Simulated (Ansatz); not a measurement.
Geometry optimisation, RKS B3LYP/def2-SVP (Ansatz 0.2.0).

The input (input.yaml):

```yaml
crystal:
  periodic: [false, false, false]
  atoms:
    - { symbol: Ga, position_ang: [-0.36552, -1.36024, 0.11774] }
    - { symbol: Ge, position_ang: [0.2608, 0.97485, -0.07273] }
    - { symbol: H, position_ang: [0.47415, -2.4599, 0.90156] }
    - { symbol: H, position_ang: [-1.67244, -1.99018, -0.53375] }
    - { symbol: H, position_ang: [-0.20771, 1.86056, 1.06048] }
    - { symbol: H, position_ang: [1.73984, 1.28907, -0.13445] }
    - { symbol: H, position_ang: [-0.27155, 1.70136, -1.28805] }
basis:
  gaussian: { orbitals: def2-SVP }
hamiltonian:
  xc: b3lyp
relax:
  f_tol: 0.015
  max_steps: 40
output:
  orbitals: {}
```

Command:

```bash
$ ansatz run input.yaml --threads 1 --pin off --max-ram 2048MiB --backend cpu --events-out ev --progress --plain --runs-dir out
```

Where does it end, and by what steps?

The forces met the threshold. After 3 steps the energy has fallen by 0.115 eV; H5 moved furthest, 0.11 Å.

| step | energy less start (eV) | largest force component (eV/Å) | accepted |
| --- | --- | --- | --- |
| 0 | 0.0000 | 0.701 | yes |
| 1 | -0.0961 | 0.146 | yes |
| 2 | -0.1144 | 0.035 | yes |
| 3 | -0.1149 | 0.012 | yes |

```xyz
7
Properties=species:S:1:pos:R:3
Ga -0.366 -1.372 0.114
Ge 0.268 1.002 -0.087
H 0.533 -2.385 0.926
H -1.692 -1.907 -0.557
H -0.261 1.802 1.130
H 1.800 1.208 -0.125
H -0.325 1.667 -1.351
```

Whether the end is a true minimum wasn't checked by a vibrational analysis.

The run took 17 s on 1 CPU thread of a shared host.
